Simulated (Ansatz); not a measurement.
The cluster AlSi₃⁺. Charge 1, multiplicity 5. Geometry PBE0-D4/def2-TZVP.

```csv
atom,x (Å),y (Å),z (Å)
Al1,0.867,1.489,-0.437
Si2,0.218,-0.098,1.392
Si3,0.221,-1.616,-0.470
Si4,-1.306,0.226,-0.485
```

At HF/STO-3G the charge 1 quintet is spin-contaminated (final ⟨S²⟩ up to 6.49, 6.00 for a pure state). The order of the spin states hangs on the level: the singlet lies 1.67 eV below the quintet at PBE0-D4/def2-TZVP, but 0.41 eV above it at HF/STO-3G. The structure comes from a short search, and lower isomers may exist.

(1) Estimate the α-spin orbital energies around the gap (eV) in Ansatz with HF/STO-3G, PBE-D4/def2-TZVP, BLYP-D4/def2-TZVP, PBE0-D4/def2-TZVP, BHLYP-D4/def2-TZVP.

## Answers

(1) 
| orbital | HF/STO-3G | PBE-D4/def2-TZVP | BLYP-D4/def2-TZVP | PBE0-D4/def2-TZVP | BHLYP-D4/def2-TZVP |
| --- | --- | --- | --- | --- | --- |
| HOMO−13 | -110.76 | -100.07 | -100.00 | -105.59 | -110.99 |
| HOMO−12 | -110.74 | -100.05 | -99.98 | -105.58 | -110.98 |
| HOMO−11 | -85.37 | -75.26 | -75.23 | -80.06 | -84.80 |
| HOMO−10 | -85.27 | -75.20 | -75.17 | -80.04 | -84.80 |
| HOMO−9 | -85.07 | -75.19 | -75.16 | -80.02 | -84.78 |
| HOMO−8 | -25.22 | -20.20 | -19.91 | -22.23 | -24.00 |
| HOMO−7 | -19.40 | -15.78 | -15.54 | -17.37 | -18.70 |
| HOMO−6 | -18.15 | -15.72 | -15.43 | -17.23 | -18.48 |
| HOMO−5 | -15.70 | -13.81 | -13.51 | -15.05 | -16.01 |
| HOMO−4 | -11.48 | -11.38 | -11.08 | -12.45 | -13.19 |
| HOMO−3 | -10.38 | -10.86 | -10.55 | -11.81 | -12.48 |
| HOMO−2 | -10.21 | -10.85 | -10.54 | -11.67 | -12.25 |
| HOMO−1 | -9.80 | -10.58 | -10.28 | -11.43 | -11.99 |
| HOMO | -9.30 | -9.88 | -9.54 | -10.77 | -11.34 |
| LUMO | 1.07 | -8.84 | -8.56 | -8.14 | -7.15 |
| LUMO+1 | 2.73 | -7.01 | -6.76 | -6.22 | -5.21 |
| LUMO+2 | 3.87 | -6.25 | -5.95 | -5.51 | -4.47 |
| LUMO+3 | 4.39 | -5.71 | -5.41 | -5.01 | -4.02 |
| LUMO+4 | 6.47 | -5.47 | -5.26 | -4.71 | -3.79 |
| LUMO+5 | 6.68 | -5.23 | -5.01 | -4.41 | -3.44 |
| β HOMO | -9.07 | -10.57 | -10.41 | -11.31 | -11.92 |
| β LUMO | -0.79 | -9.73 | -9.60 | -8.94 | -8.06 |
